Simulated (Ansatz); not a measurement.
NO₂, doublet, geometry from GFN2-xTB. Base run: B3LYP/6-31G* (Ansatz, a program for electronic structure).

Here is a job for Ansatz.
Ansatz 0.2 input:
```yaml
crystal:
  periodic: [false, false, false]
  atoms:
    - {symbol: N, position_ang: [0.02634660, -0.00099173, 0.29394606]}
    - {symbol: O, position_ang: [0.01046225, 1.10203615, -0.12685565]}
    - {symbol: O, position_ang: [-0.03351552, -1.10116839, -0.13034716]}
basis:
  gaussian:
    orbitals: 6-31G*
hamiltonian:
  xc: b3lyp
magnetization: {spin_polarized: true, initial_magnetization: 1}
```

The base run was repeated with changes; each row names its change, and settings that it needs were set with it.

| change | basis functions | E (Eh) |
|---|---|---|
| base | 45 | -205.06993 |
| basis = pcseg-0 | 27 | -204.45161 |
| basis = 3-21G | 27 | -203.89325 |
| basis = def2-SVP | 42 | -204.91818 |
| basis = cc-pVDZ | 42 | -205.09108 |
| basis = 6-311G** | 54 | -205.13152 |
| basis = 6-311++G** | 66 | -205.13966 |
| basis = aug-cc-pVDZ | 69 | -205.11110 |
| basis = aug-pcseg-1 | 69 | -205.05174 |
| basis = cc-pVTZ | 90 | -205.15500 |
| basis = pc-2 | 90 | -205.16734 |
| basis = cc-pVQZ | 165 | -205.17300 |
| basis = def2-QZVP | 171 | -205.17734 |

Totals compare only among sets that treat the same electrons; sets with core potentials leave the core out.
